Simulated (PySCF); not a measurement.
H₂AlCl₃GeO₂, SMILES [Ge]([Cl])([Cl])([Al]([OH])[OH])[Cl], singlet (PBE0/def2-SVP optimised geometry):

```
9

Ge     0.590    -2.246     0.000
Cl     2.747    -2.246     0.000
Cl    -0.012    -3.388    -1.736
Cl    -0.009    -3.402     1.727
Al    -0.410    -0.001     0.000
O     -2.092     0.012     0.080
O      0.660     1.298    -0.084
H     -2.747     0.709     0.087
H      0.533     2.246    -0.103
```

Computed with PBE0/def2-TZVP run with PySCF.

Problem. What are the frontier orbital energies and the dipole moment?

Solution. HOMO-2 -9.10 eV, HOMO-1 -8.90 eV, HOMO -8.42 eV, LUMO -1.62 eV, LUMO+1 -1.57 eV; dipole moment 5.65 D.

On the same geometry PBE/def2-TZVP (PySCF) gives HOMO-2 -7.67 eV, HOMO-1 -7.46 eV, HOMO -7.20 eV, LUMO -2.51 eV, LUMO+1 -2.29 eV; dipole moment 5.47 D.

Meta-Löwdin charges at PBE0/def2-TZVP: Ge1 0.65, Cl2 -0.28, Cl3 -0.29, Cl4 -0.29, Al5 1.03, O6 -0.78, O7 -0.77, H8 0.36, H9 0.36.
